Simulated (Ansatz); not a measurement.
A short molecular-dynamics run on CH$_{3}$ClS$_{2}$W (`[CH3][W](=[S])(=[S])[Cl]`).

```yaml
crystal:
  periodic: [false, false, false]
  atoms:
    - {symbol: C, position_ang: [-0.908619, -0.200237, 0.648218]}
    - {symbol: W, position_ang: [0.764534, 0.173566, -0.545171]}
    - {symbol: S, position_ang: [2.336113, -0.856614, 0.421181]}
    - {symbol: S, position_ang: [0.311718, -0.759064, -2.386399]}
    - {symbol: Cl, position_ang: [1.112288, 2.389767, -0.718950]}
    - {symbol: H, position_ang: [-0.723334, 0.232167, 1.637416]}
    - {symbol: H, position_ang: [-1.119818, -1.264603, 0.761798]}
    - {symbol: H, position_ang: [-1.772872, 0.285017, 0.181887]}
basis:
  gaussian: {orbitals: def2-SVP}
hamiltonian: {xc: {name: revPBE}}
md: {timestep: 0.5 fs, n_steps: 20, ensemble: nve, temperature: 1000, initial_velocities: maxwell_boltzmann, seed: 748}
```

```sh
$ ansatz run in.yaml --threads 4 --pin off --events-out ev --progress --plain --max-ram 10444MiB
```

```csv
step,time (fs),potential energy (eV),kinetic (eV),T (K),conserved (eV)
0,0.0,-37093.6792,0.7756,1000,-37092.9037
1,0.5,-37093.6985,0.7947,1025,-37092.9038
2,1.0,-37093.6996,0.7959,1026,-37092.9037
3,1.5,-37093.6839,0.7804,1006,-37092.9034
4,2.0,-37093.6558,0.7527,971,-37092.9030
5,2.5,-37093.6215,0.7189,927,-37092.9026
6,3.0,-37093.5876,0.6853,884,-37092.9023
7,3.5,-37093.5596,0.6575,848,-37092.9020
8,4.0,-37093.5410,0.6391,824,-37092.9020
9,4.5,-37093.5333,0.6313,814,-37092.9020
10,5.0,-37093.5351,0.6329,816,-37092.9023
11,5.5,-37093.5428,0.6402,825,-37092.9026
12,6.0,-37093.5509,0.6479,835,-37092.9030
13,6.5,-37093.5534,0.6501,838,-37092.9033
14,7.0,-37093.5457,0.6422,828,-37092.9035
15,7.5,-37093.5262,0.6229,803,-37092.9033
16,8.0,-37093.4979,0.5950,767,-37092.9029
17,8.5,-37093.4677,0.5654,729,-37092.9023
18,9.0,-37093.4441,0.5422,699,-37092.9019
19,9.5,-37093.4334,0.5316,685,-37092.9018
20,10.0,-37093.4369,0.5348,690,-37092.9021
```

Velocities are drawn at the set temperature; a run this short doesn't reach equilibrium.

Frames (Å, forces in eV/Å):

```xyz
8
time=0.0 fs
C    -0.909   -0.200    0.648    0.179    0.013   -0.129
W     0.765    0.174   -0.545   -0.476    0.456    0.359
S     2.336   -0.857    0.421    0.871   -0.597    0.493
S     0.312   -0.759   -2.386   -0.211   -0.544   -1.008
Cl    1.112    2.390   -0.719    0.152    0.800   -0.082
H    -0.723    0.232    1.637    0.088    0.216    0.519
H    -1.120   -1.265    0.762   -0.146   -0.586    0.084
H    -1.773    0.285    0.182   -0.457    0.243   -0.236
8
time=0.5 fs
C    -0.913   -0.202    0.649   -0.123   -0.304   -0.014
W     0.764    0.174   -0.544   -0.497    0.357    0.295
S     2.340   -0.858    0.421    0.782   -0.540    0.450
S     0.313   -0.760   -2.390   -0.182   -0.473   -0.880
Cl    1.114    2.390   -0.721    0.151    0.776   -0.079
H    -0.735    0.236    1.643    0.128    0.090    0.410
H    -1.121   -1.285    0.762   -0.035    0.012    0.041
H    -1.797    0.288    0.208   -0.224    0.082   -0.223
8
time=1.0 fs
C    -0.917   -0.203    0.650   -0.435   -0.540    0.116
W     0.763    0.174   -0.543   -0.517    0.257    0.233
S     2.343   -0.859    0.420    0.693   -0.482    0.407
S     0.314   -0.760   -2.394   -0.152   -0.402   -0.752
Cl    1.116    2.390   -0.723    0.150    0.751   -0.077
H    -0.746    0.241    1.649    0.164   -0.044    0.272
H    -1.122   -1.306    0.761    0.057    0.552    0.007
H    -1.822    0.292    0.234    0.040   -0.091   -0.206
8
time=1.5 fs
C    -0.921   -0.205    0.652   -0.730   -0.688    0.257
W     0.762    0.175   -0.542   -0.536    0.155    0.173
S     2.347   -0.860    0.420    0.603   -0.424    0.363
S     0.316   -0.761   -2.399   -0.123   -0.332   -0.623
Cl    1.118    2.390   -0.726    0.148    0.726   -0.074
H    -0.756    0.245    1.656    0.197   -0.180    0.118
H    -1.123   -1.326    0.761    0.128    1.003   -0.018
H    -1.847    0.295    0.259    0.313   -0.261   -0.196
8
time=2.0 fs
C    -0.925   -0.207    0.653   -0.989   -0.754    0.401
W     0.761    0.175   -0.541   -0.554    0.053    0.116
S     2.351   -0.862    0.420    0.512   -0.365    0.318
S     0.317   -0.761   -2.403   -0.094   -0.263   -0.496
Cl    1.120    2.390   -0.728    0.146    0.700   -0.071
H    -0.767    0.249    1.663    0.230   -0.309   -0.037
H    -1.123   -1.343    0.761    0.176    1.353   -0.032
H    -1.872    0.297    0.284    0.571   -0.417   -0.200
8
time=2.5 fs
C    -0.930   -0.209    0.654   -1.198   -0.753    0.542
W     0.761    0.176   -0.540   -0.569   -0.048    0.061
S     2.354   -0.863    0.420    0.421   -0.306    0.273
S     0.319   -0.762   -2.407   -0.066   -0.194   -0.368
Cl    1.122    2.391   -0.730    0.144    0.674   -0.067
H    -0.776    0.252    1.670    0.263   -0.425   -0.182
H    -1.123   -1.357    0.761    0.205    1.601   -0.037
H    -1.895    0.299    0.308    0.799   -0.549   -0.222
8
time=3.0 fs
C    -0.934   -0.211    0.655   -1.349   -0.698    0.670
W     0.760    0.176   -0.539   -0.582   -0.149    0.008
S     2.358   -0.865    0.419    0.329   -0.247    0.228
S     0.320   -0.762   -2.411   -0.038   -0.127   -0.242
Cl    1.124    2.391   -0.733    0.141    0.646   -0.064
H    -0.785    0.254    1.676    0.297   -0.523   -0.305
H    -1.123   -1.367    0.761    0.217    1.749   -0.035
H    -1.916    0.299    0.332    0.985   -0.652   -0.261
8
time=3.5 fs
C    -0.939   -0.213    0.657   -1.436   -0.601    0.779
W     0.759    0.177   -0.538   -0.592   -0.248   -0.043
S     2.362   -0.866    0.419    0.236   -0.188    0.183
S     0.321   -0.763   -2.415   -0.012   -0.061   -0.116
Cl    1.125    2.392   -0.735    0.138    0.618   -0.059
H    -0.793    0.255    1.682    0.332   -0.600   -0.402
H    -1.122   -1.373    0.760    0.213    1.801   -0.026
H    -1.934    0.298    0.355    1.121   -0.722   -0.315
8
time=4.0 fs
C    -0.945   -0.216    0.659   -1.457   -0.465    0.861
W     0.758    0.177   -0.537   -0.598   -0.344   -0.092
S     2.366   -0.867    0.419    0.144   -0.129    0.138
S     0.323   -0.764   -2.420    0.013    0.004    0.008
Cl    1.127    2.392   -0.737    0.133    0.589   -0.055
H    -0.801    0.255    1.687    0.367   -0.654   -0.465
H    -1.121   -1.374    0.760    0.195    1.758   -0.012
H    -1.950    0.295    0.377    1.203   -0.759   -0.383
8
time=4.5 fs
C    -0.950   -0.218    0.660   -1.410   -0.293    0.912
W     0.757    0.178   -0.537   -0.602   -0.439   -0.141
S     2.370   -0.869    0.419    0.051   -0.070    0.093
S     0.324   -0.764   -2.424    0.037    0.067    0.131
Cl    1.129    2.392   -0.740    0.129    0.560   -0.050
H    -0.808    0.253    1.691    0.403   -0.683   -0.493
H    -1.119   -1.372    0.759    0.166    1.620    0.008
H    -1.963    0.290    0.399    1.228   -0.761   -0.460
8
time=5.0 fs
C    -0.956   -0.221    0.662   -1.296   -0.080    0.928
W     0.757    0.178   -0.536   -0.602   -0.531   -0.189
S     2.373   -0.870    0.419   -0.042   -0.013    0.049
S     0.325   -0.765   -2.428    0.059    0.129    0.252
Cl    1.131    2.393   -0.742    0.123    0.529   -0.045
H    -0.813    0.249    1.694    0.438   -0.688   -0.484
H    -1.116   -1.365    0.759    0.126    1.383    0.033
H    -1.973    0.283    0.419    1.194   -0.730   -0.545
8
time=5.5 fs
C    -0.962   -0.223    0.665   -1.112    0.175    0.908
W     0.756    0.179   -0.535   -0.599   -0.620   -0.235
S     2.377   -0.872    0.418   -0.135    0.045    0.006
S     0.327   -0.765   -2.432    0.080    0.189    0.371
Cl    1.133    2.394   -0.744    0.117    0.498   -0.039
H    -0.818    0.244    1.695    0.473   -0.668   -0.439
H    -1.114   -1.355    0.758    0.076    1.046    0.063
H    -1.980    0.275    0.438    1.099   -0.665   -0.634
8
time=6.0 fs
C    -0.968   -0.226    0.667   -0.861    0.474    0.853
W     0.755    0.179   -0.534   -0.594   -0.708   -0.282
S     2.381   -0.873    0.418   -0.227    0.101   -0.037
S     0.328   -0.766   -2.436    0.101    0.247    0.487
Cl    1.135    2.394   -0.746    0.111    0.467   -0.033
H    -0.821    0.237    1.695    0.507   -0.625   -0.359
H    -1.111   -1.343    0.758    0.020    0.611    0.096
H    -1.985    0.265    0.456    0.944   -0.567   -0.725
8
time=6.5 fs
C    -0.975   -0.228    0.670   -0.548    0.806    0.765
W     0.754    0.179   -0.533   -0.585   -0.792   -0.328
S     2.385   -0.875    0.418   -0.318    0.156   -0.078
S     0.329   -0.767   -2.441    0.119    0.303    0.601
Cl    1.137    2.395   -0.749    0.104    0.435   -0.027
H    -0.824    0.228    1.695    0.538   -0.561   -0.249
H    -1.108   -1.329    0.758   -0.040    0.090    0.131
H    -1.987    0.253    0.472    0.729   -0.438   -0.815
8
time=7.0 fs
C    -0.981   -0.231    0.672   -0.179    1.152    0.649
W     0.753    0.180   -0.532   -0.574   -0.875   -0.373
S     2.389   -0.876    0.418   -0.407    0.211   -0.118
S     0.331   -0.767   -2.445    0.137    0.358    0.711
Cl    1.139    2.395   -0.751    0.097    0.403   -0.020
H    -0.824    0.218    1.694    0.566   -0.479   -0.113
H    -1.106   -1.315    0.758   -0.099   -0.487    0.166
H    -1.988    0.241    0.486    0.460   -0.282   -0.901
8
time=7.5 fs
C    -0.988   -0.233    0.675    0.228    1.470    0.514
W     0.752    0.180   -0.531   -0.561   -0.956   -0.418
S     2.392   -0.877    0.418   -0.495    0.264   -0.156
S     0.332   -0.768   -2.449    0.153    0.411    0.818
Cl    1.141    2.396   -0.753    0.089    0.371   -0.014
H    -0.824    0.207    1.693    0.589   -0.383    0.040
H    -1.103   -1.302    0.759   -0.150   -1.070    0.195
H    -1.987    0.228    0.497    0.147   -0.106   -0.979
8
time=8.0 fs
C    -0.995   -0.235    0.678    0.650    1.707    0.373
W     0.752    0.181   -0.530   -0.545   -1.036   -0.462
S     2.396   -0.879    0.417   -0.580    0.316   -0.193
S     0.334   -0.768   -2.453    0.168    0.461    0.921
Cl    1.143    2.397   -0.756    0.081    0.339   -0.007
H    -0.822    0.195    1.691    0.603   -0.278    0.200
H    -1.101   -1.292    0.760   -0.186   -1.589    0.215
H    -1.987    0.214    0.507   -0.191    0.080   -1.046
8
time=8.5 fs
C    -1.001   -0.236    0.681    1.057    1.805    0.237
W     0.751    0.181   -0.529   -0.529   -1.114   -0.504
S     2.400   -0.880    0.417   -0.662    0.367   -0.229
S     0.335   -0.769   -2.457    0.182    0.510    1.019
Cl    1.145    2.397   -0.758    0.074    0.307    0.000
H    -0.819    0.183    1.691    0.607   -0.172    0.353
H    -1.099   -1.285    0.762   -0.204   -1.965    0.220
H    -1.986    0.201    0.513   -0.525    0.261   -1.096
8
time=9.0 fs
C    -1.007   -0.237    0.684    1.414    1.723    0.120
W     0.750    0.181   -0.528   -0.510   -1.190   -0.545
S     2.403   -0.882    0.417   -0.742    0.416   -0.263
S     0.336   -0.769   -2.460    0.195    0.557    1.113
Cl    1.147    2.398   -0.760    0.066    0.276    0.007
H    -0.814    0.170    1.691    0.597   -0.070    0.486
H    -1.098   -1.284    0.764   -0.200   -2.132    0.205
H    -1.987    0.189    0.518   -0.819    0.421   -1.123
8
time=9.5 fs
C    -1.013   -0.238    0.687    1.687    1.456    0.031
W     0.749    0.182   -0.527   -0.491   -1.266   -0.585
S     2.407   -0.883    0.417   -0.818    0.464   -0.296
S     0.338   -0.769   -2.464    0.206    0.601    1.203
Cl    1.149    2.399   -0.763    0.058    0.245    0.014
H    -0.808    0.157    1.692    0.569    0.020    0.583
H    -1.098   -1.287    0.767   -0.178   -2.060    0.171
H    -1.990    0.177    0.519   -1.033    0.540   -1.122
8
time=10.0 fs
C    -1.019   -0.238    0.690    1.850    1.039   -0.024
W     0.748    0.182   -0.526   -0.470   -1.340   -0.622
S     2.410   -0.884    0.416   -0.891    0.510   -0.327
S     0.339   -0.770   -2.468    0.217    0.644    1.287
Cl    1.151    2.400   -0.765    0.050    0.214    0.021
H    -0.801    0.144    1.695    0.521    0.093    0.632
H    -1.097   -1.295    0.770   -0.145   -1.768    0.120
H    -1.995    0.167    0.518   -1.131    0.607   -1.087
```

Hardware: 4 threads of an Arm Neoverse V2 on a shared host. Wall time 30 s, peak host memory 0.18 GiB.
